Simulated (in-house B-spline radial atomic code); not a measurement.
Configurations of the nitrogen ion N⁺, with energies counted from [He] 2s2 2p2. All numbers are computed (non-relativistic B3LYP, spin-polarised, spherical fractional occupations, exact exchange averaged over the configuration; point nucleus) with a radial B-spline atomic code at the basis-set limit, not measured. Shells without spins written out take the highest spin.

Occupations are held fixed; configurations that lie above the ionisation limit could autoionise.

| configuration | E - E(ref) (eV) | highest orbital | its <r> (bohr) |
| --- | --- | --- | --- |
| [He] 2s1 2p3 | 6.239 | 2p up | 1.24 |
| [He] 2s1 2p2 3s1 | 25.611 | 3s up | 3.715 |

Problem. Order these further configurations by energy, lowest first.
A. [He] 2s2 2p1 3d1
B. [He] 2s2 2p1 3s1
C. [He] 2s1 2p2 3d1

Solution. B (18.764 eV), A (23.526 eV), C (30.37 eV).
